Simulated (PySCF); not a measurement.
Si(H)2(Me)(NEtMe), SMILES CN(CC)[SiH2]C at its GFN2-xTB optimised geometry (Å):

```
19

Si     0.7965    -1.2989     0.0000
C      2.6902    -1.2989     0.0000
N      0.2253     0.3255     0.0000
C      1.0252     1.4311     0.4731
C     -1.1845     0.6497     0.0487
C     -2.0771    -0.3576    -0.6534
H      0.3497    -2.0949     1.1636
H      0.3316    -1.9511    -1.2314
H      3.1044    -0.9462     0.9392
H      3.0976    -0.6887    -0.7996
H      3.0477    -2.3119    -0.1498
H      0.7758     1.6986     1.5077
H      0.8473     2.3119    -0.1526
H      2.0791     1.1799     0.4241
H     -1.3188     1.6307    -0.4274
H     -1.5105     0.7517     1.0969
H     -1.7621    -0.4847    -1.6847
H     -2.0381    -1.3224    -0.1569
H     -3.1044    -0.0001    -0.6418
```

Computed with CAM-B3LYP/def2-SVP in PySCF 2.14.0. Cells within 0.4 Å of a nucleus heavier than hydrogen are left out (blank, or x).

Map of the Laplacian of the electron density (e/bohr⁵), clipped to [-1.50, 1.50] on the plane z = 0.0 Å:

```
|444444444444444444444444444|
|444444444444444444444444444|
|444444444444444444444444444|
|444444444444444444444444444|
|444444444444444444444444444|
|444444444444444444444444444|
|444444444444444444444444444|
|444444444444445354444444444|
|444444444454444045444444444|
|444444444545555245544444444|
|444444445424555444444444444|
|4444444455xx453455544444444|
|4444444553x72xx555444444444|
|4444445554455xx554444444444|
|444444555555543444555544444|
|444444554454449984454554444|
|44444445044445xx932xx554444|
|444444444544449x94452554444|
|444444444444444544540444444|
|444444444444444444453444444|
|444444444444444444444444444|
|444444444444444444444444444|
|444444444444444444444444444|
|444444444444444444444444444|
|444444444444444444444444444|
|444444444444444444444444444|
|444444444444444444444444444|
```
Scale: ten equal steps from -1.34 (start of '0') to 1.50 (end of '9'), in the order '0123456789'; x runs from -5.50 to 5.50, y from -5.50 (bottom) to 5.50 (top).
